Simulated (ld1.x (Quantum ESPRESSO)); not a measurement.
PBE RRKJ dataset for Cu (Z = 29), scalar-relativistic all-electron reference.

Input for ld1.x (Quantum ESPRESSO) 7.5:

```
&input
   title='Cu', zed=29., rel=1, dft='PBE', iswitch=3,
   config='[Ar] 3d9 4s0 4p0',
   nld=3, rlderiv=2.65, eminld=-4.0, emaxld=5.0, deld=0.02
 /
 &inputp
   pseudotype=2, tm=.false., rho0=0.01, lloc=0,
   nlcc=.false.,
   file_pseudopw='Cu.UPF', file_wfcaegen='ae.wfc', file_wfcncgen='nc.wfc', file_beta='beta', file_chi='chi'
 /
3
4P  2  1   0.00   0.00  2.45  2.45  0.0
3D  3  2   9.00   0.00  0.70  0.70  0.0
4S  1  0   0.00   0.00  1.70  1.70  0.0
 &test
   configts(1)='3d9 4s0 4p0'
 /
```

Command:

```bash
ld1.x < Cu.in > Cu.out
```

Resulting log (shortened: banner, matrices, multipoles, cross overlaps and the repeated all-electron block are left out):

```
Program LD1 v.7.5
     --------------------------- All-electron run ----------------------------

     Cu
     scalar relativistic calculation

     atomic number is 29.00
     dft =PBE   lsd =0 sic =0 latt =0  beta=0.20 tr2=1.0E-14
     Exchange-correlation= PBE
                           (   1   4   3   4   0   0   0)
     mesh =1199 r(mesh) = 100.25372 a.u. xmin = -7.00 dx = 0.01250
     1 Ry =  13.60569312 eV, c = 137.03599908

     n l     nl                  e(Ry)          e(Ha)          e(eV)
     1 0     1S 1( 2.00)      -652.4351      -326.2176     -8876.8323
     2 0     2S 1( 2.00)       -79.9819       -39.9910     -1088.2094
     2 1     2P 1( 6.00)       -69.2869       -34.6434      -942.6960
     3 0     3S 1( 2.00)       -10.3108        -5.1554      -140.2860
     3 1     3P 1( 6.00)        -7.1749        -3.5874       -97.6191
     3 2     3D 1( 9.00)        -2.1776        -1.0888       -29.6281
     4 0     4S 1( 0.00)        -1.6424        -0.8212       -22.3464
     4 1     4P 1( 0.00)        -1.1282        -0.5641       -15.3494

     final scf error:  9.6E-15 reached in  32 iterations

     Etot =   -3307.534761 Ry,   -1653.767381 Ha,  -45001.302955 eV

     Ekin =    3356.847454 Ry,    1678.423727 Ha,   45672.236322 eV
     Encl =   -7914.362441 Ry,   -3957.181221 Ha, -107680.386643 eV
     Eh   =    1383.727841 Ry,     691.863921 Ha,   18826.576377 eV
     Exc  =    -133.747615 Ry,     -66.873808 Ha,   -1819.729011 eV

     normalization and overlap integrals

     s(1S/1S) =  1.000000  <r> =   0.0521  <r2> =    0.0037  r(max) =   0.0341
     s(2S/2S) =  1.000000  <r> =   0.2352  <r2> =    0.0653  r(max) =   0.1960
     s(2P/2P) =  1.000000  <r> =   0.2064  <r2> =    0.0523  r(max) =   0.1585
     s(3S/3S) =  1.000000  <r> =   0.7099  <r2> =    0.5824  r(max) =   0.6112
     s(3P/3P) =  1.000000  <r> =   0.7450  <r2> =    0.6554  r(max) =   0.6189
     s(3D/3D) =  1.000000  <r> =   0.9223  <r2> =    1.1163  r(max) =   0.5961
     s(4S/4S) =  1.000000  <r> =   2.2809  <r2> =    5.9155  r(max) =   1.9546
     s(4P/4P) =  1.000000  <r> =   2.7593  <r2> =    8.6928  r(max) =   2.3577

     ------------------------ End of All-electron run ------------------------

     --------------------- Generating NC pseudopotential ---------------------

      Generating local pot.: lloc=0, matching radius rcloc =   1.7000

      Wfc   4P  rcut= 2.479  Estimated cut-off energy=       28.38 Ry
      This function has    0 nodes for 0 < r <    2.479

      Wfc   3D  rcut= 0.693  Estimated cut-off energy=      480.67 Ry
      This function has    0 nodes for 0 < r <    0.693

     ------------------- End of pseudopotential generation -------------------

     Computing logarithmic derivative in   2.65508
     Computing logarithmic derivative in   2.65508
     Computing the partial wave expansion
       no projector for channel:   0
     R is outside the sphere for l=    1 j= 0.00
     R is outside the sphere for l=    2 j= 0.00

     ---------------------- Testing the pseudopotential ----------------------

     Cu
     scalar relativistic calculation

     atomic number is 29.00   valence charge is 11.00
     dft =PBE   lsd =0 sic =0 latt =0  beta=0.20 tr2=1.0E-14
     mesh =1199 r(mesh) = 100.25372 xmin = -7.00 dx = 0.01250

     n l     nl             e AE (Ry)        e PS (Ry)    De AE-PS (Ry)
     3 2     3D   1( 9.00)       -2.17762       -2.17762        0.00000
     1 0     4S   1( 0.00)       -1.64243       -1.64243        0.00000
     2 1     4P   1( 0.00)       -1.12816       -1.12816        0.00000

     eps = 2.0E-17  iter =  4

     Etot =   -3307.534761 Ry,   -1653.767381 Ha,  -45001.302955 eV
     Etotps =   -97.118092 Ry,     -48.559046 Ha,   -1321.358956 eV

     Ekin =     172.836133 Ry,      86.418066 Ha,    2351.555380 eV
     Encl =    -141.514160 Ry,     -70.757080 Ha,   -1925.398240 eV
     Ehrt =      81.858534 Ry,      40.929267 Ha,    1113.742098 eV
     Ecxc =     -14.602589 Ry,      -7.301294 Ha,    -198.678340 eV
     Epseu=    -195.696010 Ry,     -97.848005 Ha,   -2662.579854 eV

     ---------------------- End of pseudopotential test ----------------------
```

Generation and configuration tests took about 1.6 s on one core of a shared server CPU.

Transferability test of the new file with ld1.x, input:

```
&input
   title='Cu', zed=29., rel=1, dft='PBE', iswitch=2,
   config='[Ar] 3d9 4s0 4p0'
 /
 &test
   file_pseudo='Cu.UPF', nconf=8,
   configts(1)='3d9 4s0 4p0',
   configts(2)='3d10 4s1 4p0',
   configts(3)='3d10 4s0 4p0',
   configts(4)='3d8 4s0 4p0',
   configts(5)='3d10 4s0.5 4p0',
   configts(6)='3d9 4s1 4p1',
   configts(7)='3d10 4s0 4p1',
   configts(8)='3d9 4s2 4p0'
 /
```

```bash
ld1.x < Cu.test.in > Cu.test.out
```

Pseudopotential blocks of its output, shortened (energy terms left out):

```
     ---------------------- Testing the pseudopotential ----------------------

     n l     nl             e AE (Ry)        e PS (Ry)    De AE-PS (Ry)
     3 2     3D   1( 9.00)       -2.17762       -2.17762        0.00000
     1 0     4S   1( 0.00)       -1.64243       -1.64243        0.00000
     2 1     4P   1( 0.00)       -1.12816       -1.12816        0.00000

     eps = 9.5E-15  iter = 13

     Etot =   -3307.534761 Ry,   -1653.767381 Ha,  -45001.302955 eV
     Etotps =   -97.118092 Ry,     -48.559046 Ha,   -1321.358953 eV

     ---------------------- End of pseudopotential test ----------------------

          ---------------------- Testing the pseudopotential ----------------------

     n l     nl             e AE (Ry)        e PS (Ry)    De AE-PS (Ry)
     3 2     3D   1(10.00)       -0.37027       -0.35418       -0.01609  !
     1 0     4S   1( 1.00)       -0.33878       -0.34959        0.01081  !
     2 1     4P   1( 0.00)       -0.05121       -0.05477        0.00356

     eps = 1.4E-15  iter = 27

     Etot =   -3309.701531 Ry,   -1654.850765 Ha,  -45030.783357 eV
     Etotps =   -99.280428 Ry,     -49.640214 Ha,   -1350.779037 eV
     dEtot_ae =      -2.166770 Ry
     dEtot_ps =      -2.162336 Ry,   Delta E=      -0.004433 Ry

     ---------------------- End of pseudopotential test ----------------------

          ---------------------- Testing the pseudopotential ----------------------

     n l     nl             e AE (Ry)        e PS (Ry)    De AE-PS (Ry)
     3 2     3D   1(10.00)       -1.00387       -0.97828       -0.02560  !
     1 0     4S   1( 0.00)       -0.87409       -0.88836        0.01427  !
     2 1     4P   1( 0.00)       -0.48142       -0.49236        0.01095  !

     eps = 8.0E-15  iter = 14

     Etot =   -3309.102669 Ry,   -1654.551334 Ha,  -45022.635421 eV
     Etotps =   -98.668466 Ry,     -49.334233 Ha,   -1342.452876 eV
     dEtot_ae =      -1.567907 Ry
     dEtot_ps =      -1.550375 Ry,   Delta E=      -0.017533 Ry

     ---------------------- End of pseudopotential test ----------------------

          ---------------------- Testing the pseudopotential ----------------------

     n l     nl             e AE (Ry)        e PS (Ry)    De AE-PS (Ry)
     3 2     3D   1( 8.00)       -3.59499       -3.67791        0.08292  !
     1 0     4S   1( 0.00)       -2.53770       -2.52879       -0.00891  !
     2 1     4P   1( 0.00)       -1.91536       -1.89720       -0.01817  !

     eps = 6.3E-17  iter = 12

     Etot =   -3304.666857 Ry,   -1652.333428 Ha,  -44962.283127 eV
     Etotps =   -94.212860 Ry,     -47.106430 Ha,   -1281.831268 eV
     dEtot_ae =       2.867905 Ry
     dEtot_ps =       2.905231 Ry,   Delta E=      -0.037327 Ry

     ---------------------- End of pseudopotential test ----------------------

          ---------------------- Testing the pseudopotential ----------------------

     n l     nl             e AE (Ry)        e PS (Ry)    De AE-PS (Ry)
     3 2     3D   1(10.00)       -0.67108       -0.65140       -0.01968  !
     1 0     4S   1( 0.50)       -0.59517       -0.60846        0.01329  !
     2 1     4P   1( 0.00)       -0.25132       -0.25893        0.00761  !

     eps = 3.5E-15  iter = 29

     Etot =   -3309.469123 Ry,   -1654.734561 Ha,  -45027.621283 eV
     Etotps =   -99.041915 Ry,     -49.520958 Ha,   -1347.533907 eV
     dEtot_ae =      -1.934361 Ry
     dEtot_ps =      -1.923824 Ry,   Delta E=      -0.010538 Ry

     ---------------------- End of pseudopotential test ----------------------

          ---------------------- Testing the pseudopotential ----------------------

     n l     nl             e AE (Ry)        e PS (Ry)    De AE-PS (Ry)
     3 2     3D   1( 9.00)       -0.85163       -0.86357        0.01195  !
     1 0     4S   1( 1.00)       -0.52491       -0.52784        0.00293
     2 1     4P   1( 1.00)       -0.15499       -0.15588        0.00089

     eps = 7.0E-15  iter = 36

     Etot =   -3309.200967 Ry,   -1654.600483 Ha,  -45023.972836 eV
     Etotps =   -98.789193 Ry,     -49.394597 Ha,   -1344.095446 eV
     dEtot_ae =      -1.666206 Ry
     dEtot_ps =      -1.671101 Ry,   Delta E=       0.004896 Ry

     ---------------------- End of pseudopotential test ----------------------

          ---------------------- Testing the pseudopotential ----------------------

     n l     nl             e AE (Ry)        e PS (Ry)    De AE-PS (Ry)
     3 2     3D   1(10.00)       -0.52571       -0.50026       -0.02544  !
     1 0     4S   1( 0.00)       -0.44612       -0.45444        0.00831  !
     2 1     4P   1( 1.00)       -0.12603       -0.12868        0.00264

     eps = 3.5E-16  iter = 17

     Etot =   -3309.397502 Ry,   -1654.698751 Ha,  -45026.646835 eV
     Etotps =   -98.969875 Ry,     -49.484938 Ha,   -1346.553753 eV
     dEtot_ae =      -1.862741 Ry
     dEtot_ps =      -1.851784 Ry,   Delta E=      -0.010957 Ry

     ---------------------- End of pseudopotential test ----------------------

          ---------------------- Testing the pseudopotential ----------------------

     n l     nl             e AE (Ry)        e PS (Ry)    De AE-PS (Ry)
     3 2     3D   1( 9.00)       -0.69958       -0.71361        0.01403  !
     1 0     4S   1( 2.00)       -0.42717       -0.43061        0.00344
     2 1     4P   1( 0.00)       -0.08609       -0.08702        0.00093

     eps = 1.9E-15  iter = 30

     Etot =   -3309.556741 Ry,   -1654.778371 Ha,  -45028.813395 eV
     Etotps =   -99.147285 Ry,     -49.573643 Ha,   -1348.967538 eV
     dEtot_ae =      -2.021980 Ry
     dEtot_ps =      -2.029194 Ry,   Delta E=       0.007214 Ry

     ---------------------- End of pseudopotential test ----------------------
```
